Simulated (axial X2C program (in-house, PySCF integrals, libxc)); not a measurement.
**Potential curves of BeAu⁻, 2c**

Computed with an in-house relativistic program for diatomic molecules. Two-component (2c) means X2C with spin–orbit coupling and atomic mean-field two-electron Coulomb and Gaunt terms. Basis: Au dyall-acv3z [14s15p10d6f4g], Be dyall-av3z [9s9p4d2f] (cores contracted in-house); Gaussian nuclei, density fitting, unrestricted open shells. Masses: Au 196.967 u, Be 9.012 u.

State: Ω = 0 (closed shell). Energies in eV from the fragments at the same level (Au- + Be). Fits are polynomials in 1 − R0/R over 0.85 to 1.23 times the lowest point R0.

```csv
R (Å),MP2,PBE0,CCSD,r2SCAN
1.8853,-1.2599,-1.1344,,-1.4035
1.9720,-1.4786,-1.3625,-1.0154,-1.6213
2.0370,-1.5641,-1.4586,-1.1268,-1.7085
2.1020,-1.6003,-1.5071,-1.1901,-1.7471
2.1670,-1.5999,-1.5204,-1.2171,-1.7502
2.2428,-1.5661,-1.5026,-1.2150,-1.7198
2.3187,-1.5078,-1.4601,-1.1876,-1.6647
2.4162,-1.4111,-1.3825,-1.1290,-1.5708
2.5354,-1.2771,-1.2686,,-1.4376
2.7087,-1.0798,-1.0932,,-1.2360
```

Correlated methods: 14 electrons correlated (number of frozen shells: Au 5 s, 4 p, 2 d, 1 f; Be 1 s), 316 virtual spin orbitals or spinors in MP2, 90 natural virtuals in coupled cluster.

The state is one determinant whose occupation by symmetry is held fixed; it was picked as the lowest of a PBE0 search that is not exhaustive. De is counted from the lowest determinant-based energies of the atoms at the same level, without counterpoise correction. CCSD ran in a truncated set of natural virtual spinors with an MP2 remainder; without triples it tends to underbind. The highest occupied level of some functionals is positive through self-interaction error; at Hartree–Fock it is bound. The T1 diagnostic is large, a sign of multireference character. Coupled cluster ran on the points near the minimum only. MP2 and coupled cluster on one determinant become unreliable at the stretched end.

Task: What are Re, ωe and De at the MP2 level?

Result: At MP2, 2c: Re = 2.133 Å, ωe ≈ 485 cm⁻¹, De = 1.60 eV to Au- + Be; Be follows as 0.43 cm⁻¹.

Task: Fit the PBE0 curve near its minimum: give the equilibrium distance, the harmonic wavenumber and the well depth.

Result: At PBE0, 2c: Re = 2.163 Å, ωe ≈ 447 cm⁻¹, De = 1.52 eV to Au- + Be; Be follows as 0.418 cm⁻¹.

Task: What are Re, ωe and De at the CCSD level?

Result: At CCSD, 2c: Re = 2.199 Å, ωe ≈ 414 cm⁻¹, De = 1.22 eV to Au- + Be; Be follows as 0.405 cm⁻¹.

Task: What are Re, ωe and De at the r2SCAN level?

Result: At r2SCAN, 2c: Re = 2.139 Å, ωe ≈ 476 cm⁻¹, De = 1.75 eV to Au- + Be; Be follows as 0.427 cm⁻¹.
